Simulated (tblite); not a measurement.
COS, charge -1, doublet, at a GFN2-xTB geometry (a state made from the parent by changing its charge; the spin is typed, not shown lowest); GFN1-xTB (tblite).

Here is a job for tblite.
```
$ tblite run mol.xyz --method gfn1 --charge -1 --spin 1 --guess eeq --json tblite.json --no-restart

# file mol.xyz
3

O     -1.64907801    -0.03336150    -0.05941692
C     -0.52949391     0.41701461     0.12119998
S      1.02309922    -0.13969972    -0.01574153
```

Output, abridged:

```
xTB calculator
 | screened Coulomb repulsion
 | Coulomb electrostatics
 |  * isotropic Klopman-Ohno-Mataga-Nishimoto electrostatics
 |  * onsite third-order electrostatics
 | DFT-D3(BJ) dispersion correction

halogen bonding energy    0.0000000000000E+00 Eh
repulsion energy          5.8639726278905E-02 Eh
dispersion energy        -6.0158738490963E-04 Eh
number of electrons       1.7000000000000E+01 e
integral cutoff           1.9487547202114E+01 bohr

------------------------------------------------------------
  cycle        total energy    energy error   density error
------------------------------------------------------------
      1     -10.61297123976  -1.0671009E+01   5.1305290E-01
      2     -10.64010865866  -2.7137419E-02   3.0829294E-01
      3     -10.64055794892  -4.4929027E-04   1.3593230E-01
      4     -10.64138228665  -8.2433772E-04   1.2765576E-02
      5     -10.64147389871  -9.1612063E-05   6.8633400E-04
      6     -10.64147421066  -3.1194814E-07   1.0822072E-04
      7     -10.64147421263  -1.9755770E-09   4.9545452E-05
      8     -10.64147421409  -1.4538006E-09   2.5854550E-08
------------------------------------------------------------

electronic energy        -1.0699512352981E+01 Eh
total energy             -1.0641474214087E+01 Eh

Post processing:
 | Mayer-Wiberg bond orders

[Info] JSON dump of results written to 'tblite.json'
```
